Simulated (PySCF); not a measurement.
Ligand exchange on a metal centre used in film growth or etching (Ti F-NH2). Isolated molecules, 0 K electronic values unless said otherwise. One relaxed conformer stands for each flexible species; it need not be the lowest.

The charge on the central atom (meta-Löwdin) from two functionals at the same geometries (r2SCAN-D4/def2-SVP), both in PySCF: PBE-D3(BJ)/def2-TZVP and B3LYP-D3(BJ)/def2-TZVP. B3LYP has the VWN-RPA correlation part, as in Gaussian. 

```json
[
 {"species": "0 of 4 F replaced by NH2 ([Ti(F)4])", "PBE-D3(BJ)/def2-TZVP (e)": "1.53", "B3LYP-D3(BJ)/def2-TZVP (e)": "1.69"},
 {"species": "1 of 4 F replaced by NH2", "PBE-D3(BJ)/def2-TZVP (e)": "1.43", "B3LYP-D3(BJ)/def2-TZVP (e)": "1.57"},
 {"species": "2 of 4 F replaced by NH2", "PBE-D3(BJ)/def2-TZVP (e)": "1.31", "B3LYP-D3(BJ)/def2-TZVP (e)": "1.45"},
 {"species": "3 of 4 F replaced by NH2 ([Ti(F)(NH2)3])", "PBE-D3(BJ)/def2-TZVP (e)": "1.21", "B3LYP-D3(BJ)/def2-TZVP (e)": "1.34"},
 {"species": "4 of 4 F replaced by NH2", "PBE-D3(BJ)/def2-TZVP (e)": "1.11", "B3LYP-D3(BJ)/def2-TZVP (e)": "1.25"}
]
```

Over these rows, drawn at random from the members with no instability flagged (it was tested for open shells, ions and some series alone), PBE minus B3LYP-D3(BJ): mean -0.14 e, from -0.15 e to -0.13 e.
